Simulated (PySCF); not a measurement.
Input for PySCF: R-MP2/6-31G* on CH8Ge (a complex), monomers drawn apart or pushed together.

```python
from pyscf import gto, scf, dft, mp
from pyscf.data.elements import chemcore

mol = gto.M(
    atom='''
    C     0.10154463   -0.06870056   -0.20314418
    H    -0.57459387   -0.84581333    0.15010535
    H     0.16497005   -0.10926554   -1.28954688
    H    -0.27483586    0.90662026    0.10205640
    H     1.09077818   -0.22655384    0.22404995
    Ge   -0.08122596    0.05494754    3.22166521
    H     0.53024349    1.36481718    2.70456664
    H    -0.17696156    0.10597948    4.75424441
    H     0.80727070   -1.12556428    2.80474583
    H    -1.48574825   -0.12523432    2.62849419
    ''',
    basis='6-31g*',
    cart=True,
    charge=0, spin=0, verbose=3, max_memory=1800)
mf = scf.RHF(mol)
mf.conv_tol = 1e-8
mf.max_cycle = 100
mf.kernel()
if not mf.converged:
    mf = mf.newton().run(mf.mo_coeff, mf.mo_occ)
pt = mp.MP2(mf, frozen=chemcore(mol)).run()
```

It printed:

```
converged SCF energy = -2117.57222562295
E(RMP2) = -2117.96890826637  E_corr = -0.396682643425769
E(SCS-RMP2) = -2117.9589288998  E_corr = -0.386703276852752
```

Self-consistency was reached.

Cost: very roughly 0.8 core-seconds.
